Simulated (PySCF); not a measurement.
Species: C5H9BF2O.
Z-matrix (Å and degrees, PBE0-D3(BJ)/def2-SVP geometry), rows numbered from 1:
```
F 
C   1  1.3456
F   2  1.3322  1  107.90
O   2  1.3606  1  109.85  3   117.66
B   4  1.3695  2  121.50  1    68.67
C   5  1.5702  4  123.15  2  -179.38
C   6  1.5367  5  102.71  4   169.62
C   7  1.5343  6  105.53  5    30.49
C   8  1.5365  7  105.51  6   -40.16
H   2  1.1042  1  108.47  3  -118.34
H   6  1.1005  5  115.85  4    43.12
H   6  1.1085  5  106.50  4   -74.34
H   7  1.1043  6  109.29  5   -86.73
H   7  1.1013  6  113.83  5   154.35
H   8  1.1014  7  112.69  6  -164.71
H   8  1.1045  7  109.19  6    77.15
H   9  1.1083  5  106.09  4   -77.31
H   9  1.1019  5  117.49  4    40.41
```

Linear response at CAM-B3LYP/def2-SVPD (PySCF, frozen core in the response, non-relativistic).

Static isotropic polarisability: 75.46 au (11.18 Å³), principal values 64.4, 74.4, 87.5 au.

(1) What is the polarisability at 1064 nm and at the sodium D line?

(2) What is the isotropic C6 coefficient between two such molecules, C6 = (3/π)∫α(iω)² dω?

(3) Which effective excitation energy ω̄ makes London's formula C6 = (3/4)α²ω̄ exact here?

(4) What molar refraction at the D line follows from R = (4π/3)·N_A·α′, with α′ the polarisability volume?

(5) What does −C6/R⁶ come to at R = 10 Å between centres?

(6) The lowest 10 singlets have (eV, f): 6.46, 0.000; 7.78, 0.015; 8.23, 0.031; 8.41, 0.007; 8.58, 0.023; 8.60, 0.003; 8.71, 0.004; 8.76, 0.003; 8.85, 0.007; 8.96, 0.009. What share of the static polarisability do they carry in the sum over states α = Σ f/ω²?

(7) How many electrons N does the Slater–Kirkwood formula C6 = (3/4)·√N·α^(3/2) need to give this C6?

Results:

(1) 75.92 au at 1064 nm (+0.6 %), 76.99 au at 589.3 nm (+2.0 %). The rise at 589.3 nm is 3.33 times that at 1064 nm; a pure ω² law gives 3.26. The lowest singlet lies at 192 nm, shorter than both wavelengths.

(2) 2695 au (Eh·bohr⁶) by a ten-point quadrature over imaginary frequencies, which is 1610 eV·Å⁶ or 155 J·nm⁶/mol.

(3) ω̄ = 4·C6/(3α²) = 0.631 Eh = 17.2 eV. A one-pole form α(ω) = α/(1 − ω²/ω̄²) fitted to the 1064 nm value gives 15.0 eV. London's choice of the ionisation energy (10.53 eV, ΔSCF at the same level) gives C6 = 1650 au, 39 % too low.

(4) α′ = 11.41 Å³ gives R = 28.78 cm³/mol, for isolated, non-vibrating species.

(5) -160 J/mol. This is the leading, orientation-averaged term; C8 and higher terms are left out.

(6) 1.07 au, 1.4 % of α; the largest term, 0.34 au, is that of the state at 8.23 eV. Their oscillator strengths add up to 0.10. Higher states carry the rest.

(7) N = (4·C6/3)²/α³ = 30.1; the species has 70 electrons in all.

One conformer stands for the species.
